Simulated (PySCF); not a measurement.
Z-matrix (Å, degrees):
```
Zr
F 1 1.9104
F 1 1.9105 2 116.33
C 1 2.2100 2 108.73 3 123.22
H 4 1.1058 1 113.19 2 -59.74
H 4 1.1066 5 107.41 1 122.72
H 4 1.1070 5 107.35 6 115.37
C 1 2.2102 2 108.76 3 -123.06
H 8 1.1056 1 113.20 2 65.71
H 8 1.1065 9 107.41 1 122.52
H 8 1.1067 9 107.36 10 115.39
```
Charge 0, multiplicity 1.

Question: Estimate the charge on the central atom (Mulliken), HOMO–LUMO gap, LUMO, total energy and dipole moment that TPSSh-D3(BJ)/def2-TZVP // r2SCAN-D4/def2-SVP run with PySCF 2.14.0 returns for this input.

Answer: 
```
Property                                      Value
-------------------------------------  ------------
charge on the central atom (Mulliken)        1.59 e
HOMO–LUMO gap                               5.46 eV
LUMO                                       -1.82 eV
total energy                           -326.8601 Ha
dipole moment                             0.252 e·Å
```
